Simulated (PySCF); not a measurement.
C3H9NSi2, SMILES N1=C(C)[SiH2][C@@H]1[SiH3]. Geometry optimised at r2SCAN-D4/def2-SVP. The structure was generated by enumeration; whether it is a known compound was not checked.

Computed equilibrium geometry at r2SCAN-D4/def2-SVP (PySCF confirms it by a frequency run) as a Z-matrix:
```
N
C 1 1.2983
C 2 1.4867 1 123.17
H 3 1.1008 2 110.03 1 0.15
H 3 1.1028 4 109.34 2 -122.01
H 3 1.1030 4 109.18 5 -116.32
C 1 1.5003 2 105.06 3 177.64
H 7 1.1060 1 110.99 2 122.61
Si 7 1.8887 8 108.58 1 -122.36
H 9 1.4932 7 111.33 8 61.37
H 9 1.4947 10 109.03 7 -120.62
H 9 1.4960 10 109.11 11 -118.80
Si 2 1.8941 1 95.16 7 -4.34
H 13 1.4969 2 116.25 1 -108.00
H 13 1.4986 14 107.94 2 139.45
```
